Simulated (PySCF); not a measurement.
Bonds broken one at a time in the series Si Br-NH2. All species are isolated molecules in the gas phase. One relaxed conformer stands for each flexible species; it need not be the lowest. Strings in code marks are SMILES. All members: neutral, multiplicity 1. Level: M06-2X/def2-TZVP // B3LYP-D3(BJ)/def2-TZVP (PySCF), beside PBE-D3(BJ)/def2-TZVP // B3LYP-D3(BJ)/def2-TZVP (PySCF) at the same geometries. 

```json
[
 {"species": "`Br[Si](Br)(Br)Br`", "HOMO–LUMO gap, PBE (eV)": "4.73", "HOMO–LUMO gap, M06-2X (eV)": "8.90"},
 {"species": "`N[Si](Br)(Br)Br` (H–N–Si–Br torsion 76°)", "HOMO–LUMO gap, PBE (eV)": "4.92", "HOMO–LUMO gap, M06-2X (eV)": "withheld"},
 {"species": "`N[Si](N)(N)N`", "HOMO–LUMO gap, PBE (eV)": "5.25", "HOMO–LUMO gap, M06-2X (eV)": "9.57"},
 {"species": "`N[Si](N)(N)Br`", "HOMO–LUMO gap, PBE (eV)": "5.55", "HOMO–LUMO gap, M06-2X (eV)": "9.89"},
 {"species": "`N[Si](N)(Br)Br` (H–N–Si–Br torsion -64°, Br–Si–N–H torsion -32°)", "HOMO–LUMO gap, PBE (eV)": "5.60", "HOMO–LUMO gap, M06-2X (eV)": "9.98"}
]
```

Task: Fit y = a + b·x, y being the HOMO–LUMO gap at the first level, to the 4 complete rows by least squares, with x = the PBE value in eV. Give a, b and the rms residual, and predict the withheld value.

Result: Means of the 4 rows: x̄ = 5.2825, ȳ = 9.585 eV. Σ(x − x̄)² = 0.47867 and Σ(x − x̄)(y − ȳ) = 0.58595, so b = 1.224 and a = ȳ − b·x̄ = 3.119 eV. The rms residual is 0.018 eV. At x = 4.92 the line gives 9.14 eV. The run for `N[Si](Br)(Br)Br` (H–N–Si–Br torsion 76°) gave 9.35 eV, so the line is off by 0.21 eV, more than twice the rms residual.

Codes: PySCF.
